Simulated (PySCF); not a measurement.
Electron correlation in Pd³¹⁺ (palladium, charge +31)

[Ne] 3s2 3p3, high-spin 4S determinant. Computed with PySCF 2.14 in an even-tempered Gaussian basis (16 s from 4.7 bohr⁻², ratio 2.5; 10 p from 6.1 bohr⁻², ratio 2.5; 5 d from 26 bohr⁻², ratio 2.7; 4 f from 38 bohr⁻², ratio 2.7), with no relativity, point nucleus. Frozen: 1s2; 13 electrons correlated; the 17 highest virtual orbitals of each spin left out.

| level | correlation energy (mhartree) |
| --- | --- |
| CCSD | -505.58 |
| (T) | -1.22 |
| CCSD(T) | -506.80 |

Diagnostics: T1 = 0.00040, D1 = 0.0013, largest double amplitude 0.028.

Problem. Is a single reference adequate?

Solution. Yes, within this model without spin-orbit coupling: T1 lies below 0.03 and no double amplitude reaches 0.07.

At this charge a non-relativistic calculation is a model, useful for the Z dependence of the correlation energy.

Spin-orbit coupling is strong in this species, so the high-spin LS determinant is a model state.
